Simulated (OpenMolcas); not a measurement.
# neutral chromium: from CASSCF to CASPT2

```yaml
Program: OpenMolcas
Basis: ANO-L-VQZP [7s6p4d3f2g]
Scalar_Hamiltonian: non-relativistic, point nucleus
Active_space: 6 electrons in 6 orbitals (3d 4s)
State_averaging: 2S+1 = 7 even, 1 root; 2S+1 = 5 even, 23 roots; 2S+1 = 3 even, 12 roots; 2S+1 = 1 even, 13 roots (0 in the spin-orbit step)
Spin-orbit_coupling: state interaction with AMFI integrals over the reference wave functions, term energies averaged over their components
```

Methods on the same reference wave functions:
A. CASSCF
B. SS-CASPT2, IPEA 0.25 Eh, imaginary shift 0.1 Eh (closed shells correlated: 3s 3p)
C. MS-CASPT2, IPEA 0.25 Eh, imaginary shift 0.1 Eh (closed shells correlated: 3s 3p)

Energies in cm-1 above 3d5 4s 7S3, the measured ground level; measured values from NIST Handbook of Basic Atomic Spectroscopic Data.

```csv
Level,A,B,C,Measured
3d5 4s 7S3,0.0,0.0,0.0,0.0
3d5 4s 5S2,11311,5570,5570,7593
3d4 4s2 5D0,22678,9590,9000,7751
3d4 4s2 5D1,22730,9640,9050,7811
3d4 4s2 5D2,22833,9740,9160,7927
3d4 4s2 5D3,22989,9900,9310,8095
3d4 4s2 5D4,23196,10110,9520,8308
3d5 4s 5G4,28016,24060,24060,20524
3d5 4s 5G5,28016,24060,24060,20524
3d5 4s 5G3,28016,24060,24060,20521
3d5 4s 5G2,28016,24060,24060,20517
3d5 4s 5G6,28016,24060,24060,20520
```

Deviations, from unrounded energies. A percentage is the sum of absolute deviations over the sum of measured energies, with the sign that they share, or ± where signs differ.

```csv
Against measurement,Levels,A,B,C
mean absolute deviation (cm-1),11,11000,2600,2400
other terms of the ground configuration (%),6,+37.4,±17.9,±17.9
other configurations (%),5,+186.8,+22.8,+15.4
```

C lies closest to measurement on these levels and A furthest from it. The largest miss of C in the table is 3d5 4s 5G2, by +3500 cm-1. The ranking rests on the paired levels alone, and a cruder setting can come out closer through cancelling errors.

Between B and C the level of the table that moves most is 3d4 4s2 5D0, by 590 cm-1 (lowest in C, highest in B). Moves below CASPT2's spread within the term are not significant.

The mean deviations of B to C differ by less than CASPT2's widest spread within a term (740 cm-1), so their order carries little weight.

From A to B the spin-free energies of the other terms of 3d5 4s shown, above 7S, scale by factors of 0.49 to 0.86.

The lowest spin-free term lies below A's lowest term by 0.484 hartree in B, 0.484 hartree in C.

Term energies are means over components that CASPT2 splits; among the terms shown or strongly mixed into the levels shown the widest spread is 740 cm-1 (3d5 4s 5G, C). Over all roots computed the reference weight is 0.83 to 0.89 in B, 0.83 to 0.89 in C; the roots of lowest weight are the least certain, and an intruder state may touch them. Some high roots are left out of the spin-orbit mixing, which shifts the levels that they would mix with. A single d shell beside an s shell can misplace configurations of different d count against each other. Without dynamic correlation excited terms often stand tens of per cent too high (terms of higher spin than the ground term too low), and those without a measured partner can miss by more than the paired ones (holds for A). Some terms miss by over 15 % even with CASPT2, which points to a basis or an active space too small for the shells correlated (holds for B; C). Measured partners are found by configuration, term and J. A level has none where our copy of the source lacks it or the pairing is in doubt (some pairs that miss far off the trend of their configuration count as doubtful), and it then counts in no deviation. Only configurations of the active space appear. The table leaves out levels that lie high or whose names do not pair safely across all columns.
